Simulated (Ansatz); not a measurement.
Cost against result

Saddle point of SiH$_{4}$SF$_{2}$, singlet (SiH₂F₂ ([F][SiH2][F]) + H₂S → SiH₂SF₂ ([F][SiH]([F])[SH]) + H₂; bonds formed: Si1–S7, H2–H6; bonds broken: Si1–H2, H6–S7), PBE0-D4/def2-TZVP structure:

| atom | x (Å) | y (Å) | z (Å) |
| --- | --- | --- | --- |
| Si1 | -0.4676 | 0.4655 | -0.2524 |
| H2 | -0.3534 | -1.1575 | -0.7263 |
| F3 | -1.2988 | 0.5667 | -1.6269 |
| F4 | 0.7072 | 1.4621 | -0.6355 |
| H5 | -1.5325 | 0.7433 | 0.7188 |
| H6 | 0.1106 | -1.1706 | 0.1122 |
| S7 | 0.8323 | -0.4555 | 1.5361 |
| H8 | 2.0021 | -0.4540 | 0.8740 |

Barriers are electronic and count from the start structure reached by relaxing down the imaginary mode.

Program: Ansatz 0.2.0. Basis: as named in each row. Cores are frozen in the correlated methods. B3LYP uses VWN-RPA correlation. Extrapolation: Hartree–Fock as exp(−7.88 √X), correlation as X^−2.97.

Times are rough, for one single point on 4 threads of a shared host (Arm Neoverse V1).

The estimate by CCSD(T) at an estimated basis limit (MP2 extrapolated from triple and quadruple zeta, plus CCSD(T) − MP2 in triple zeta) is 200.1 kJ/mol.

```csv
method,basis,time (s),barrier (kJ/mol),method less estimate
HF,STO-3G,under 1,468.3,268.2
PBE-D4,STO-3G,under 1,242.8,42.7
SPW92,def2-SVP,under 1,122.8,-77.3
PBE-D4,def2-SVP,under 1,155.2,-44.9
B3LYP-D4,6-31G,under 1,236.6,36.5
PBE0-D4,def2-SVP,under 1,177.5,-22.6
SPW92,def2-TZVPP,under 1,123.8,-76.3
PBE-D4,def2-TZVPP,1,154.2,-45.9
BLYP-D4,def2-TZVPP,1,182.5,-17.7
CCSD(T),def2-SVP,2,231.6,31.5
B3LYP-D4,def2-TZVPP,2,195.7,-4.4
BHLYP-D4,def2-TZVPP,2,219.0,18.9
PBE0-D4,def2-TZVPP,2,173.7,-26.4
CAM-B3LYP-D4,def2-TZVPP,2,204.5,4.4
r2SCAN-D4,def2-TZVPP,2,167.2,-32.9
RPA on PBE,def2-TZVPP,3,212.2,12.1
r2SCAN0-D4,def2-TZVPP,3,181.6,-18.6
wB97M-V,def2-SVP,3,197.3,-2.9
B2PLYP,def2-TZVPP,3,202.7,2.6
PBE-QIDH,def2-TZVPP,3,191.3,-8.8
wB97X-V,def2-TZVPP,5,201.2,1.1
B97M-V,def2-TZVPP,5,181.3,-18.8
wB97M-V,def2-TZVPP,6,196.3,-3.8
MP2,def2-QZVPP,10,195.8,-4.3
CCSD(T),def2-TZVPP,45,208.0,7.9
```

All methods are single points on the PBE0-D4 structures.

T1 diagnostic: at most 0.013.

Labels in which every atom is bracketed show which atoms are joined, not bond orders.
